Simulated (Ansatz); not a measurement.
Species, as SMILES: Cl[C]Cl (closed-shell singlet).
Atoms: Cl1, C2, Cl3. Bonds: Cl1-C2, C2-Cl3.

Basis-set convergence of the highest harmonic wavenumber at MP2 with Ansatz (an electronic-structure program). Each level at its own minimum, finite differences of forces, unscaled; the reference is a large set that could be run, not a limit. Cartesian d functions, on some or all atoms, in 6-311G**, 6-311+G**; all else is spherical. Cores are frozen. A restricted Hartree-Fock determinant is unstable towards unrestricted orbitals. No added dispersion term, no relativity. Reference: the value in aug-cc-pV(T+d)Z, 790 cm⁻¹, itself unsure by roughly 4 cm⁻¹ (its distance from def2-TZVPPD). Deviations are taken from unrounded values. Cost is core time over that of cc-pV(D+d)Z, rough, on shared machines of one kind.

| basis | functions | highest harmonic wavenumber (cm⁻¹) | minus reference (cm⁻¹) | cost |
|---|---|---|---|---|
| def2-SVP | 50 | 830 | 40 | 0.6× |
| cc-pV(D+d)Z | 60 | 793 | 3 | 1× |
| 6-311G** | 72 | 790 | 0 | 1× |
| 6-311+G** | 84 | 806 | 16 | 2× |
| aug-cc-pV(D+d)Z | 87 | 769 | -21 | 2× |
| pcseg-2 | 98 | 813 | 23 | 2× |
| def2-TZVP | 105 | 795 | 5 | 3× |
| cc-pV(T+d)Z | 108 | 791 | 1 | 3× |
| def2-TZVPP | 115 | 797 | 7 | 3× |
| 6-311++G(3df,3pd) | 133 | 809 | 19 | 5× |
| def2-TZVPPD | 139 | 794 | 4 | 6× |
| aug-cc-pV(T+d)Z | 156 | 790 | 0 | 6× |
| cc-pCVTZ | 161 | 790 | 0 | 7× |
